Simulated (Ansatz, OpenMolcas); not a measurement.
## GeH3Br (SMILES [GeH3][Br]): methods side by side

The species is GeH3Br (5 atoms), meant as a singlet with charge 0. SMILES: `[GeH3][Br]`. The coordinates come from a PBE0-D4/def2-TZVP relaxation.

| atom | x (Å) | y (Å) | z (Å) |
| --- | --- | --- | --- |
| Ge | 0.1390 | 0.0137 | -0.1291 |
| Br | -1.5485 | -0.1525 | 1.4383 |
| H | 0.1282 | 1.4522 | -0.6551 |
| H | -0.1722 | -0.9959 | -1.2381 |
| H | 1.4534 | -0.3175 | 0.5841 |

Quantity: the vertical electron affinity (to the doublet anion), in eV. The values are calculated.

The electron affinity is E(neutral) − E(anion): positive where the electron is bound.

| level | kind | program | value (eV) | less CCSD(T)/aug-cc-pVDZ | CPU time (all runs) |
| --- | --- | --- | --- | --- | --- |
| SVWN5/aug-cc-pVDZ | LDA | OpenMolcas | -0.05 | +0.48 | 55 s |
| TPSS/aug-cc-pVDZ | meta-GGA | OpenMolcas | -0.30 | +0.23 | 2.1 min |
| r2SCAN/aug-cc-pVDZ | meta-GGA | OpenMolcas | -0.28 | +0.25 | 2.2 min |
| B3LYP/aug-cc-pVDZ | global hybrid | Ansatz | -0.22 | +0.31 | 60 s |
| BHLYP/aug-cc-pVDZ | global hybrid | Ansatz | -0.47 | +0.06 | 44 s |
| RPA@PBE0/aug-cc-pVDZ | RPA | Ansatz | -0.39 | +0.14 | 94 s |
| CCSD(T)/aug-cc-pVDZ | coupled cluster or CI | Ansatz | -0.53 | 0.00 | 3.1 min |
| CCSD/aug-cc-pVDZ | coupled cluster or CI | Ansatz | -0.56 | -0.03 | 2 min |

CCSD(T)/aug-cc-pVDZ is the highest level here, not the true value. All-electron rows without a relativistic Hamiltonian named are non-relativistic. Spin-orbit coupling, which can split open shells on such heavy atoms by tenths of an eV, is left out. Where it was recorded, the anion's HOMO is positive in SVWN5/aug-cc-pVDZ, TPSS/aug-cc-pVDZ, r2SCAN/aug-cc-pVDZ, B3LYP/aug-cc-pVDZ, BHLYP/aug-cc-pVDZ: a fault of the level (basis or self-interaction), which says nothing on whether the real anion is bound. The values span -0.56 to -0.05 eV. In the correlated wave-function rows the outer d shell of Br, Ge is correlated, in sets not made for it. Negative values mean that the anion is unbound at that level; they are set by how diffuse the basis is and aren't properties of the molecule, whose anion may well be bound. CPU times are rough (shared hosts, several kinds of processor and program).
